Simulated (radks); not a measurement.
Isoelectronic series with 3 electrons, each ion in its NIST ground configuration. All-electron calculation, scalar-relativistic Kohn-Sham, LDA (Slater exchange, Perdew-Wang correlation), spin-polarised, spherical densities, finite nucleus; open shells are filled with parallel spins first; Fermi nuclear charge, rms radius of each element as measured or else 0.836 A^(1/3) + 0.57 fm. Program: a radial shooting solver on a logarithmic mesh with Libxc functionals. Total energies (hartree) and orbital eigenvalues (hartree):

| ion | configuration | E (hartree) | 2s up | 1s down | 1s up |
|---|---|---|---|---|---|
| Mg9+ | [He] 2s1 | -149.52835 | -12.87484 | -59.56983 | -59.67948 |
| Al10+ | [He] 2s1 | -176.65223 | -15.55218 | -71.01255 | -71.13395 |
| Si11+ | [He] 2s1 | -206.05553 | -18.48294 | -83.46714 | -83.60034 |
| P12+ | [He] 2s1 | -237.74327 | -21.66778 | -96.93569 | -97.08074 |
| S13+ | [He] 2s1 | -271.72085 | -25.10735 | -111.4204 | -111.5774 |
| Cl14+ | [He] 2s1 | -307.99406 | -28.80240 | -126.9238 | -127.0927 |
| Ar15+ | [He] 2s1 | -346.56911 | -32.75373 | -143.4485 | -143.6294 |
| K16+ | [He] 2s1 | -387.45263 | -36.96216 | -160.9971 | -161.1901 |
| Ca17+ | [He] 2s1 | -430.65160 | -41.42862 | -179.5728 | -179.7779 |
| Ti19+ | [He] 2s1 | -524.02609 | -51.13946 | -219.8177 | -220.0472 |
| V20+ | [He] 2s1 | -574.21784 | -56.38595 | -241.4939 | -241.7357 |

Estimate the row of Sc18+ ([He] 2s1).

Answer. E (hartree) -476.17345; 2s up -46.15405; 1s down -199.1785; 1s up -199.3958.
